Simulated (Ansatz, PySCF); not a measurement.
C3H7S, SMILES CCS[CH2], multiplicity 2. Atoms are numbered in the order given.

```xyz
11

C      1.6249    -0.3885     0.4377
S      0.5639     0.0638    -0.8266
C     -0.8675     0.6882     0.1002
C     -1.6512    -0.3908     0.8224
H      2.5405    -0.9074     0.1513
H      1.5324     0.0548     1.4323
H     -0.5075     1.4645     0.7950
H     -1.4859     1.1960    -0.6560
H     -1.0200    -0.9104     1.5585
H     -2.5097     0.0472     1.3560
H     -2.0303    -1.1429     0.1149
```
Charge 0, spin multiplicity 2.

Geometry optimised at PBE0-D3(BJ)/def2-SVP. The isomer is the one that the SMILES or the coordinates give; other isomers of the formula were not compared. Other conformers were not sampled.

Two levels are set side by side: PBE-D3(BJ)/def2-SVP (Ansatz, a first-principles code) and PBE0-D3(BJ)/def2-SVP (Ansatz). Each level has its own optimised geometry; the coordinates shown are those of the second. Frequencies come from the Hessian of PySCF at each geometry. Differences are taken from unrounded values.

| quantity | PBE0-D3(BJ) |
|---|---|
| mean bond length (Å) | 1.273 |
| bond C1–S2 (Å) | 1.711 |
| bond S2–C3 (Å) | 1.816 |
| bond C3–C4 (Å) | 1.517 |
| bond C1–H5 (Å) | 1.091 |
| bond C1–H6 (Å) | 1.093 |
| bond C3–H7 (Å) | 1.102 |
| bond C3–H8 (Å) | 1.101 |
| bond C4–H9 (Å) | 1.100 |
| bond C4–H10 (Å) | 1.102 |
| bond C4–H11 (Å) | 1.100 |
| highest harmonic wavenumber (cm⁻¹) | 3310 |
| mean harmonic wavenumber (cm⁻¹) | 1472 |
| zero-point energy (kcal/mol) | 56.81 |

Q: What does PBE-D3(BJ) give, and how far is it from PBE0-D3(BJ)? (The exact figures need the calculation; the answer reports its results.)

A: 
| quantity | PBE-D3(BJ) | PBE-D3(BJ) minus PBE0-D3(BJ) |
|---|---|---|
| mean bond length (Å) | 1.283 | 0.009 |
| bond C1–S2 (Å) | 1.720 | 0.009 |
| bond S2–C3 (Å) | 1.834 | 0.018 |
| bond C3–C4 (Å) | 1.525 | 0.008 |
| bond C1–H5 (Å) | 1.099 | 0.008 |
| bond C1–H6 (Å) | 1.101 | 0.008 |
| bond C3–H7 (Å) | 1.111 | 0.009 |
| bond C3–H8 (Å) | 1.109 | 0.008 |
| bond C4–H9 (Å) | 1.108 | 0.008 |
| bond C4–H10 (Å) | 1.110 | 0.008 |
| bond C4–H11 (Å) | 1.108 | 0.008 |
| highest harmonic wavenumber (cm⁻¹) | 3217 | -93 |
| mean harmonic wavenumber (cm⁻¹) | 1426 | -46 |
| zero-point energy (kcal/mol) | 55.02 | -1.78 |

GGA bonds tend to be longer and softer than those of functionals with exact exchange. Differences between two approximate levels are no errors against the true value.
